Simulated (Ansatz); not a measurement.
Ideal-gas functions of `[F][Sn]([SeH])([SeH])[SeH]` at 600 K and 1 bar, from an Ansatz frequency run at PBE0-D4/def2-TZVP.

Molar mass 377.61 g/mol, point group C1 (symmetry number 1), electronic degeneracy 1, moments of inertia 808.25, 877.775, 1406.807 u Å². Harmonic wavenumbers (cm⁻¹, unscaled): 32, 55, 73, 80, 116, 138, 144, 169, 209, 267, 270, 601, 609, 618, 645, 2439, 2439, 2443.

Use S(trans) = R[1.5 ln M + 2.5 ln T − 1.1517]; rotational temperatures θ = 24.2544 K / I; S(rot) = R[ln(√π/σ · √(T³/θAθBθC)) + 1.5]; for each mode x = 1.438777 ν̃/T, S = R[x/(eˣ − 1) − ln(1 − e⁻ˣ)] and H = RT x/(eˣ − 1); 1 cm⁻¹ = 0.0119627 kJ/mol; R = 8.31446 J/(mol·K).

Problem. By hand: the entropy, in J/(mol·K).

Solution. Translation 197.4. Rotation: θ = 0.03, 0.0276, 0.0172 K, giving 143.4. Vibration, mode by mode: 29.66, 25.16, 22.81, 22.06, 18.98, 17.55, 17.20, 15.88, 14.14, 12.16, 12.07, 5.96, 5.87, 5.77, 5.47, 0.16, 0.16, 0.16, in all 231.2. Electronic 0.0. Sum 572.0 J/(mol·K).

Problem. By hand: H − E and G − E in kJ/mol, counted from the electronic energy.

Solution. Zero-point energy ½ × 11347 × 0.0119627 = 67.9; thermal vibration 55.2; translation, rotation and pV give 4 RT = 20.0. H − E = 143.1 kJ/mol, and G − E = 143.1 − 600 × 572.0/1000 = -200.1 kJ/mol.

Vibration gives 40 % of the entropy, 153.4 J/(mol·K) of it from the modes under 150 cm⁻¹: soft modes count most, and the harmonic formula is weakest for them. The sum counts one conformer and one mirror image; others add a mixing term.
